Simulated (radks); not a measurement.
Values are calculated unless marked as measured or tabulated.
Question: Sn3+, 47 electrons, occupied as [Kr] 4d10 5s0.75 5d0.25 (fractional occupations, a model configuration). Code: a radial shooting solver on a logarithmic mesh with Libxc functionals. Model: Dirac Kohn-Sham, PBE, spin-unpolarised, spherical densities, finite nucleus; open shells fill j = l - 1/2 first; Fermi nuclear charge, rms radius 4.6519 fm. Some entries of the table are withheld. Estimate them.

orbital,occ.,eigenvalue (eV),<r> (bohr),<r^2> (bohr^2)
1s1/2,2,-29024.39,0.02905,0.001143
2s1/2,2,(1),0.1251,0.01851
2p1/2,2,-4118.087,0.1058,(2)
2p3/2,4,-3887.442,0.1112,(3)
3s1/2,2,-875.1142,0.3391,0.1316
3p1/2,2,-757.9657,0.3299,(4)
3p3/2,4,-715.8472,0.3411,(5)
3d3/2,4,-508.7921,0.3125,0.1160
3d5/2,6,-500.0985,0.3161,0.1185
4s1/2,2,-164.3585,0.8183,0.7577
4p1/2,2,-125.3975,0.8647,0.8540
4p3/2,4,-117.8181,0.8940,0.9128
4d3/2,4,-56.6754,1.071,1.353
4d5/2,6,-55.6104,1.084,1.386
5s1/2,0.75,(6),2.113,5.008
5p1/2,0,-27.9941,2.430,6.641
5p3/2,0,-27.1155,2.501,7.032
5d3/2,0.25,-16.1107,3.492,13.73
5d5/2,0,-16.0139,3.515,13.92
6s1/2,0,-15.4756,4.433,21.88
4f5/2,0,-10.6767,4.025,(7)
4f7/2,0,-10.6733,4.029,(8)

Answer: 
(1) 2s1/2 eigenvalue (eV): -4406.416
(2) 2p1/2 <r^2> (bohr^2): 0.01376
(3) 2p3/2 <r^2> (bohr^2): 0.01506
(4) 3p1/2 <r^2> (bohr^2): 0.1265
(5) 3p3/2 <r^2> (bohr^2): 0.1350
(6) 5s1/2 eigenvalue (eV): -36.6231
(7) 4f5/2 <r^2> (bohr^2): 18.85
(8) 4f7/2 <r^2> (bohr^2): 18.87
